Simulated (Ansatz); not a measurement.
(ClBe-mu-Cl)2 (Be2Cl4), 6 atoms. Hardware: 4 threads of Intel Xeon on a shared host.

Correlated methods freeze 20 core orbitals.

(1) How many basis functions does each of these Ansatz runs have, and roughly what does it cost? PBE0-D4/def2-TZVP, charge 0 singlet, energy, from earlier orbitals; PBE0-D4/def2-SVP, charge 0 singlet, frequencies; PBE-D4/def2-TZVPD, charge 0 singlet, energy, from earlier orbitals; BLYP-D4/def2-TZVP, charge 0 singlet, energy, from earlier orbitals; PBE-D4/def2-TZVP, charge 0 triplet at the geometry of the charge 0 singlet, energy, from earlier orbitals; r2SCAN-D4/def2-TZVP, charge 0 singlet, energy, from earlier orbitals; r2SCAN-D4/def2-TZVP, charge 0 triplet at the geometry of the charge 0 singlet, energy, from earlier orbitals; B2PLYP/def2-TZVP, charge 0 singlet, energy, from earlier orbitals; MP2/def2-TZVP, charge 0 singlet, energy, from earlier orbitals; PBE-D4/def2-TZVP, charge 0 singlet, energy, from earlier orbitals; r2SCAN-D4/def2-TZVP, charge 1 doublet at the geometry of the charge 0 singlet, energy, from earlier orbitals; B3LYP-D4/def2-TZVP, charge 0 singlet, energy, from earlier orbitals.

Answers

(1) Other jobs shared the machine, so times can vary by a factor of up to 3. A dash marks memory too small to be measured apart from the calling script's.

```
                                                                                                         run  functions  fitting or Cholesky vectors  wall time  peak host memory (GiB)
                                           PBE-D4/def2-TZVP, charge 0 singlet, energy, from earlier orbitals        186                         1306      1.1 s                       –
                                          BLYP-D4/def2-TZVP, charge 0 singlet, energy, from earlier orbitals        186                         1306      1.2 s                       –
                                              MP2/def2-TZVP, charge 0 singlet, energy, from earlier orbitals        186                         1146      1.4 s                       –
                                         B3LYP-D4/def2-TZVP, charge 0 singlet, energy, from earlier orbitals        186                         1334      1.8 s                    0.56
                                          PBE-D4/def2-TZVPD, charge 0 singlet, energy, from earlier orbitals        228                         1434      1.8 s                       –
                                          PBE0-D4/def2-TZVP, charge 0 singlet, energy, from earlier orbitals        186                         1354      1.9 s                    0.56
                                        r2SCAN-D4/def2-TZVP, charge 0 singlet, energy, from earlier orbitals        186                         1306      2.3 s                       –
                                           B2PLYP/def2-TZVP, charge 0 singlet, energy, from earlier orbitals        186                         1146        3 s                       –
r2SCAN-D4/def2-TZVP, charge 1 doublet at the geometry of the charge 0 singlet, energy, from earlier orbitals        186                         1306        5 s                       –
   PBE-D4/def2-TZVP, charge 0 triplet at the geometry of the charge 0 singlet, energy, from earlier orbitals        186                         1306      6.5 s                       –
r2SCAN-D4/def2-TZVP, charge 0 triplet at the geometry of the charge 0 singlet, energy, from earlier orbitals        186                         1306       22 s                       –
                                                             PBE0-D4/def2-SVP, charge 0 singlet, frequencies         90                          930       24 s                       –
```
